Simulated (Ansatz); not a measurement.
## Ligand exchange: C2H9FSi2 + C3H7FO → C2H10OSi2 + C3H6F2

Species: C2H9FSi2 `C[SiH2]C[SiH2]F`, singlet; C3H7FO `CC(O)CF`, singlet; C2H10OSi2 `C[SiH2]C[SiH2]O`, singlet; C3H6F2 `CC(F)CF`, singlet. The partners trade F for OH: Si–F and C–OH bonds give way to Si–OH and C–F.

Shapes, held fixed at every level: PBE0-D4/def2-TZVP. Flexible molecules stand in one conformer, not always the lowest. Programs: Ansatz 0.2.0. Electronic energies: no zero-point or thermal term.

```
               level                    kind  ΔE (kJ/mol)  less CCSD(T)/CBS estimate
   PBE-D4/def2-TZVPP                     GGA        +43.4                       -5.1
r2SCAN-D4/def2-TZVPP                meta-GGA        +44.5                       -4.0
 B3LYP-D4/def2-TZVPP           global hybrid        +44.7                       -3.8
  PBE0-D4/def2-TZVPP           global hybrid        +44.4                       -4.1
  wB97X-V/def2-TZVPP  range-separated hybrid        +45.6                       -2.9
      MP2/def2-TZVPP     perturbation theory        +49.8                       +1.3
CCSD(T)/CBS estimate   coupled cluster or CI        +48.5                        0.0
```

The highest level, CCSD(T)/CBS estimate, gives ΔE = +48.5 kJ/mol; the levels span +43.4 to +49.8. The column of differences is taken from that level and isn't an error. No measured value is set beside it here. The CBS estimate extrapolates MP2 from def2-TZVPP and def2-QZVPP and adds CCSD(T) − MP2 in the triple-zeta set, cores frozen.
